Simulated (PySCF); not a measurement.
CH₃Te, SMILES C[Te], multiplicity 2.

Geometry: B3LYP-D3(BJ)/def2-TZVP. The isomer is the one that the SMILES or the coordinates give; other isomers of the formula were not compared. The def2 effective core potentials stand for the cores of Te; spin–orbit coupling is left out.

Two levels are set side by side: PBE/def2-TZVPD (PySCF) and PBE0/def2-TZVPD (PySCF). Same geometry, gas phase. Differences are taken from unrounded values.

```json
[
 {"quantity": "α-spin orbital gap (eV)", "PBE": "3.76"},
 {"quantity": "β-spin orbital gap (eV)", "PBE": "0.17"},
 {"quantity": "dipole moment (D)", "PBE": "1.23"},
 {"quantity": "mean polarisability (bohr³)", "PBE": "57.8"}
]
```

**Question.** These are the PBE values. What does PBE0 give? (The exact figures need the calculation; the answer reports its results.)

**Answer.** 
```tsv
quantity	PBE0	PBE minus PBE0
α-spin orbital gap (eV)	5.58	-1.82
β-spin orbital gap (eV)	2.17	-2.00
dipole moment (D)	1.25	-0.02
mean polarisability (bohr³)	55.7	2.1
```

Loosely held outer electrons make PBE densities more polarisable. Differences between two approximate levels are no errors against the true value.

Rough cost on one machine, each run with all the roots and properties that it gave: PBE0 against PBE within a factor of 2.
